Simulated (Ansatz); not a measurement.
Total energies of B9N9 from Ansatz at PBE0-D4/def2-SVP, gas phase (1 Eh = 27.2114 eV = 2625.5 kJ/mol). The reference geometry is relaxed at r2SCAN-D4/def2-SVP.

```xyz
18

B     2.8029    1.5932    1.6529
B    -1.0187   -0.3801    3.4896
B    -2.7248   -1.3814    1.9835
B     1.1667    0.7973    3.3550
B    -2.1155   -1.2672   -2.6640
B    -3.1536   -1.7289   -0.4453
B     3.1325    1.6469   -0.8168
B     1.9945    0.9356   -2.9120
B    -0.0840   -0.2153   -3.6430
N     3.3424    1.8229    0.4725
N    -3.3107   -1.7544    0.8632
N     2.8928    1.4552   -2.0990
N     0.0850    0.2383    3.8607
N    -2.1126   -0.9950    3.0854
N     1.0770    0.4070   -3.6975
N    -2.9667   -1.6870   -1.7494
N    -1.2439   -0.8354   -3.5538
N     2.2369    1.3483    2.8179
```

```
                state   geometry  energy (Eh)
     charge 0 singlet  reference   -715.62973
     charge 1 doublet  reference   -715.28809
    charge -1 doublet  reference   -715.62729
free B atom (doublet)          –    -24.58932
free N atom (quartet)          –    -54.47898
```

(1) Work out the vertical ionisation energy to the doublet.

(2) Work out the vertical electron affinity, to the doublet.

(3) Give the fundamental gap IE − EA, the Mulliken electronegativity (IE + EA)/2 and the hardness (IE − EA)/2.

(4) What is the binding energy per atom against free atoms?

(1) E(charge 1 doublet) − E(charge 0 singlet) = -715.28809 − (-715.62973) = 0.34164 Eh = 9.30 eV. For comparison, −ε of the highest occupied level is 7.89 eV at this level, 1.41 eV less.

(2) E(charge 0 singlet) − E(charge -1 doublet) = -715.62973 − (-715.62729) = -0.00244 Eh = -0.07 eV; so near zero that its sign isn't settled. The basis lacks diffuse functions, which makes affinities too small.

(3) From the values in Eh: IE − EA = 0.34164 − (-0.00244) = 0.34408 Eh = 9.36 eV; (IE + EA)/2 = 4.62 eV; (IE − EA)/2 = 4.68 eV. The HOMO–LUMO gap of the same run is 6.67 eV, 2.69 eV smaller than the fundamental gap.

(4) Atoms: 9 × (-24.58932) + 9 × (-54.47898) = -711.61470 Eh. Binding: -711.61470 − (-715.62973) = 4.01503 Eh = 109.25 eV, or 6.07 eV for each of 18 atoms (no zero-point energy, no counterpoise term).

At PBE0-D4/def2-SVP the highest occupied level of the charge -1 doublet lies above zero (up to 1.40 eV). Energy differences put its binding near zero (-0.07 eV; vertical, to the charge 0 singlet, at PBE0-D4/def2-SVP), which leaves it undecided.  

The structure comes from a short search, and lower isomers may exist.
